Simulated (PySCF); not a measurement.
Structure with atom numbers: `[PH3+:1][SiH2:2][CH:3]1[CH2:4][CH2:5][CH2:6]1`; H(Xn) means a hydrogen on atom n. Ha(C4), Ha(C5), Ha(C6) are cis to Si2 on the ring; Hb(C4), Hb(C5), Hb(C6) are trans to Si2 on the ring.

Geometry: GFN2-xTB; GIAO shifts from PySCF, gas phase, non-relativistic, averaged over equivalent atoms.

At PBE/pcSseg-1 (176 basis functions, 89 s wall time on 1 thread of an Intel Xeon, shared host):
```csv
atoms,δ (ppm)
P1,99.2
Si2,-16.5
C4/C6,26.5
C5,21.7
C3,20.8
H(Si2),5.45
H(P1),4.50
Hb(C4)/Hb(C6),3.37
H(C3),3.21
Hb(C5),2.77
Ha(C4)/Ha(C6),1.85
Ha(C5),1.61
```

δ = σ(ref) − σ, references computed at the same level: ³¹P (σref 603.16) vs PH3; ²⁹Si (σref 330.55), ¹³C (σref 182.62), ¹H (σref 31.64) vs TMS.

What do these become at PBE0/pcSseg-1?

Results:


| atoms | δ at PBE0/pcSseg-1 | change |
| --- | --- | --- |
| P1 | -198.5 | -297.7 |
| Si2 | -14.7 | +1.8 |
| C4/C6 | 24.4 | -2.1 |
| C5 | 20.5 | -1.2 |
| C3 | 17.1 | -3.7 |
| H(Si2) | 5.32 | -0.13 |
| H(P1) | 4.52 | +0.02 |
| Hb(C4)/Hb(C6) | 3.32 | -0.05 |
| H(C3) | 3.02 | -0.19 |
| Hb(C5) | 2.76 | -0.01 |
| Ha(C4)/Ha(C6) | 1.71 | -0.14 |
| Ha(C5) | 1.53 | -0.08 |

Chemical shifts δ = σref − σ; ³¹P (318.38 ppm) vs H3PO4; TMS for ²⁹Si (349.16 ppm), ¹³C (186.93 ppm), ¹H (31.72 ppm), all at this level.

The largest change is at P1 (phosphorus bonded to Si, 3 H). Cost: 176 basis functions, 26 s wall time on 1 thread of an Arm Neoverse V1, shared host. The order of the carbon signals is the same at both levels.
